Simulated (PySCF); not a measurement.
Start geometry of `[CH3][Cd][CH3]` (CdMe2) from GFN2-xTB (Å):
```
atom  x, y, z in Å
Cd1    0.0844   -0.0587    0.0124
C2    -0.0194   -0.0280    2.2061
H3    -0.4986    0.8948    2.5869
H4     1.1050   -0.1033    2.6072
H5    -0.6013   -0.8755    2.5475
C6    -0.0066    0.0312   -2.2196
H7    -0.9896    0.0098   -2.5892
H8     0.5545   -0.8511   -2.6206
H9     0.5042    0.9114   -2.5564
```

Question: What comes out of this run: PBE0-D3(BJ)/def2-SVP geometry optimisation, gas phase, def2 core potentials past Kr in PySCF?

Answer: 
```
atom  x, y, z in Å
Cd1    0.024   -0.015   -0.003
C2     0.006   -0.033    2.112
H3    -0.456    0.886    2.505
H4     1.026   -0.101    2.520
H5    -0.569   -0.891    2.495
C6     0.026    0.015   -2.118
H7    -1.003    0.001   -2.511
H8     0.558   -0.856   -2.529
H9     0.520    0.924   -2.497
```

The energy falls by 0.340 eV over 5 energy and gradient evaluations, the largest force component goes from 0.0489 to 2.4e-04 Eh/bohr, and the atoms move by 0.089 Å rms after alignment. The bond that changes most is Cd1–C6 (ends: cadmium bonded to 2 C; carbon bonded to Cd and 3 H), which shortens by 0.120 Å. Bonds longer at the end by more than 0.005 Å: 3 of 8; shorter: 5. Among the angles that change most is C2–Cd1–C6, from 174.1° to 179.5°. Rotational constants go from 73857, 3137, 3127 to 79049, 3400, 3400 MHz. The orientation of the end geometry is arbitrary; only internal coordinates are fixed.

The run used 89 basis functions and 33 SCF cycles in all. Time: 15 s wall; peak memory 0.36 GiB. Hardware: one thread, Intel Xeon Platinum 8488C (x86_64), shared host.

No frequency check.
